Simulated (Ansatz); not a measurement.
C2H3AlO can be A, `C#[C][AlH][OH]`, or B, `C=[C]1[O][AlH]1`.

Computed with Ansatz on PBE0-D4/def2-TZVP structures; ΔE is electronic, products minus reactants. CBS: MP2 limit from def2 TZ/QZ plus the TZ coupled-cluster correction, frozen cores. Functionals use def2-TZVPP. B3LYP here is the variant with VWN-RPA as its local correlation; programs differ in this. Each species was taken in one conformer, which may not be the lowest.

A:

```xyz
7

C    -1.7983   -0.7131   -0.8881
C    -0.8836   -0.2784   -0.2249
Al    0.5449    0.4077    0.8345
O     2.0911    0.5343    0.1627
H    -2.6054   -1.0960   -1.4712
H     0.3567    0.8689    2.3221
H     2.2945    0.2766   -0.7351
```

B:

```xyz
7

C     0.677    0.049   -1.287
C     0.053    0.004   -0.124
O     0.638    0.072    1.167
Al   -1.073   -0.085    1.338
H     1.758    0.149   -1.342
H     0.113   -0.013   -2.208
H    -2.167   -0.175    2.455
```

Q: Which is lower in electronic energy at CCSD(T)/CBS, and by how much? (Best estimate.)

A: Computed: A, by 39.2 kcal/mol.

Q: Give E(B) − E(A) in kcal/mol with B3LYP, CCSD(T)/def2-SVP, r2SCAN-D4, ωB97M-V, BLYP-D4, LDA (SPW92), CCSD/def2-TZVPP. (Estimate.)

A: The calculation gave: B3LYP 35.7, CCSD(T)/def2-SVP 36.5, r2SCAN-D4 31.6, ωB97M-V 35.7, BLYP-D4 33.3, LDA (SPW92) 22.0, CCSD/def2-TZVPP 40.6. None reverses the order clearly.

Q: Does the order hold for the free energy at 298.15 K (harmonic terms from PBE0-D4)? (An estimate is asked.)

A: Ansatz gave: Yes: G(B) − G(A) = +41.1 kcal/mol, for one conformer each.

Largest T1 diagnostic: 0.018.

From BLYP to BHLYP (50 % exact exchange), in def2-TZVPP and without D4, E(B) − E(A) moves by +5.1 kcal/mol. At CCSD(T), def2-SVP lies −2.6 kcal/mol from the extrapolated value and def2-TZVPP −0.1 kcal/mol.
